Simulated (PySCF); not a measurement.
**S³⁺ (sulfur, charge +3) across methods**

[Ne] 3s2 3p1, 2P determinant. Computed with PySCF 2.14 in aug-cc-pVQZ-DK, with scalar relativity by spin-free X2C-1e.

```tsv
method	E (hartree)	mean ε 3s α (eV)	mean ε 3s β (eV)	mean ε 3p α (eV)	Σ⟨r²⟩ (bohr²)	⟨S²⟩
LDA	-395.2827	-52.791	-51.504	-40.903	10.49	0.751
PBE	-396.5213	-52.728	-51.343	-41.076	10.48	0.753
BHandHLYP	-396.7140	-56.413	-54.235	-44.234	10.52	0.755
UHF	-396.16542	-59.492	-55.989	-47.042	10.60	0.761
PBE0	-396.5510	-54.646	-52.822	-42.741	10.49	0.754
M06	-396.6882	-54.684	-52.847	-42.297	10.41	0.752
B97-3	-396.6513	-54.700	-52.944	-42.673	10.48	0.754
r2SCAN	-396.6497	-53.134	-51.546	-41.596	10.52	0.757
PW91	-396.6751	-52.810	-51.430	-41.153	10.47	0.753
```
